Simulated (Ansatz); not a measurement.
A nudged elastic band was laid between two geometries of BClH3N + H2S (9 atoms, charge 0, multiplicity 1).

All numbers below come from Ansatz 0.2.0, RKS PBE/6-31G*.

- movable images: 7
- climbing image: yes
- spring: 5.0 eV/Å²
- optimiser: quadratic models (default)
- start path: through a guess of the saddle point
- force threshold: 0.03 eV/Å
- iteration limit: 60
- end points: relaxed

Initial state:

```xyz
9
Properties=species:S:1:pos:R:3
B 0.177 0.771 0.113
N 0.305 0.322 1.425
H 0.135 -0.654 1.682
H 0.572 0.927 2.201
Cl 0.490 2.488 -0.282
H -0.142 0.027 -0.775
S -0.305 -3.242 1.752
H -1.126 -3.162 0.672
H 0.771 -3.551 0.982
```

Final state:

```xyz
9
Properties=species:S:1:pos:R:3
B -0.095 -0.462 0.238
N 0.531 -0.338 1.762
H -0.066 -0.825 2.446
H 0.638 0.647 2.050
Cl 1.140 0.479 -0.788
H -1.183 0.062 0.280
S -0.129 -2.322 -0.187
H -1.421 -2.536 0.179
H 1.462 -0.782 1.790
```

**Question.** Which bonds break or form, and what moves?

**Answer.** Bonds broken: S7–H9. Bonds formed: B1–S7, N2–H9. BClH3N + H2S becomes BClH5NS.

**Question.** Give the energies along the band, and the barrier.

**Answer.** It converged. The highest image is number 6 of 0 to 8, 0.88 eV above the first end and 1.22 eV above the last; the last end lies 0.34 eV below the first. The profile has 2 maxima (images 3, 6) with wells between them (image 4): this band takes more than one step, which may be the mechanism or a detour left from its start path. The order of the point at the top wasn't checked. The orbitals stay closed-shell, which can raise the energy where a bond breaks towards radicals; this wasn't checked here.

| image | path coordinate (Å) | energy (eV) | S7–H9 (Å) | B1–S7 (Å) | N2–H9 (Å) |
| --- | --- | --- | --- | --- | --- |
| 0 | 0.00 | 0.00 | 1.36 | 4.36 | 3.93 |
| 1 | 1.68 | 0.02 | 1.36 | 4.38 | 3.62 |
| 2 | 3.35 | 0.04 | 1.36 | 4.16 | 3.37 |
| 3 | 5.03 | 0.09 | 1.36 | 4.27 | 2.46 |
| 4 | 6.71 | 0.07 | 1.36 | 4.52 | 2.54 |
| 5 | 8.39 | 0.09 | 1.36 | 3.89 | 2.44 |
| 6 | 10.07 | 0.88 | 1.53 | 2.25 | 1.53 |
| 7 | 11.17 | -0.26 | 2.63 | 1.92 | 1.03 |
| 8 | 12.27 | -0.34 | 2.97 | 1.91 | 1.03 |

**Question.** What is the geometry of the highest image?

**Answer.** 
```xyz
9
Properties=species:S:1:pos:R:3
B -0.063 -0.129 0.337
N 0.314 -0.243 1.816
H -0.441 -0.052 2.480
H 1.160 0.267 2.091
Cl 1.103 0.828 -0.668
H -1.232 -0.032 0.070
S 0.368 -2.310 -0.016
H -0.891 -2.721 0.295
H 0.558 -1.684 1.366
```

Time of the run: 9.2 min on 1 thread of Arm Neoverse V1, with other jobs on the host, peak memory 0.14 GiB.
